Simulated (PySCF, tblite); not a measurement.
Isomers of C6H11NO2Si, one GFN2-xTB conformer each. Single-point energies are computed at PBE0/pcSseg-1 (PySCF, gas phase, no added dispersion term), electronic only.

Question: Rank them by PBE0/pcSseg-1 energy, lowest first (kcal/mol).
A. `[CH3:1][CH:2]([CH3:3])[O:4][C:5](=[O:6])[SiH2:7][CH2:8][C:9]#[N:10]` with C1–C2–O4–C5 90°, C2–O4–C5–O6 -3°, O4–C5–Si7–C8 -22°, C5–Si7–C8–C9 -51°
B. `[CH3:1][O:2][Si@H:3]([OH:4])[CH2:5][n:6]1[cH:7][cH:8][cH:9][cH:10]1` with C1–O2–Si3–O4 -177°, O2–Si3–O4–H 38°, O2–Si3–C5–N6 -56°, Si3–C5–N6–C7 94°

Answer: B (0.0), A (38.6).

As drawn, the lower has an aromatic ring, an O–H bond and an Si–O bond, which the higher lacks; the higher has a C=O bond, a C≡N group and a C(=O)–O unit, which the lower lacks. GFN2-xTB itself gives, in the same order: 0.0, 77.0. Both levels put the same isomer lowest.

Q: Which frontier levels, dipoles and rotational constants go with these structures?

A: 
```tsv
SMILES	HOMO (eV, PBE0/pcSseg-1)	LUMO (eV)	dipole (D)	A, B, C (MHz)
CO[Si@H](O)Cn1cccc1	-6.14	0.96	1.61	2125, 760.3, 645.1
CC(C)OC(=O)[SiH2]CC#N	-7.85	-0.73	3.76	1447, 849.1, 623.5
```

Q: What happens when harmonic zero-point energies from GFN2-xTB frequencies are added?

A: 
| SMILES | ZPE (kcal/mol) | electronic (kcal/mol) | with ZPE (kcal/mol) |
| --- | --- | --- | --- |
| CO[Si@H](O)Cn1cccc1 | 101.8 | 0.0 | 0.0 |
| CC(C)OC(=O)[SiH2]CC#N | 98.9 | 38.6 | 35.7 |

The zero-point energies span 2.9 kcal/mol. The order is unchanged.
